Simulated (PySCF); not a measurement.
State search for HgH⁺

Unrestricted PBE0; Hg def2-TZVP with ECP60, H def2-TZVP; scalar-relativistic core potentials (PySCF 2.14). Outer shells of the fragments: Hg+ 5d10 6s1; H 1s1.

Followed along the bond (rough minima from three points):

```json
{"2Ms+1": "1", "unpaired": "none", "⟨S²⟩ at the start": "0.00", "R at minimum (Å)": "1.61", "Te (eV)": "0.00"}
{"2Ms+1": "3", "unpaired": "σ ↑↑", "⟨S²⟩ at the start": "2.00", "R at minimum (Å)": "none in the scan", "Te (eV)": "≤ 3.15"}
```

Solutions found at the starting distance of 1.795 Å, counted from the lowest of them; the search is not exhaustive and high or unbound solutions are not listed, so other states can lie among these:

```csv
2Ms+1,unpaired,term,E (eV),⟨S²⟩,⟨Lz²⟩,μ (D)
1,none,¹Σ⁺,0.00,0.00,0.00,-0.02
3,σ ↑↑,³Σ⁺,3.21,2.00,0.00,1.61
3,"σ ↑, π ↑",³Π,7.57,2.01,1.00,0.49
3,"σ ↑, δ ↑",³Δ,7.62,2.01,4.00,0.48
3,"σ ↑, π ↑",³Π,7.83,2.02,1.02,1.59
```

A term symbol is given only where ⟨S²⟩ and ⟨Lz²⟩ are close to those of a pure state; real π, δ and φ orbitals otherwise mix terms. A positive dipole points towards H; it is taken about the centre of mass and depends on that origin.

Spin–orbit coupling is left out. Counting both spins, an empty level lies below a filled one in some of these solutions, because spin and occupation are held.
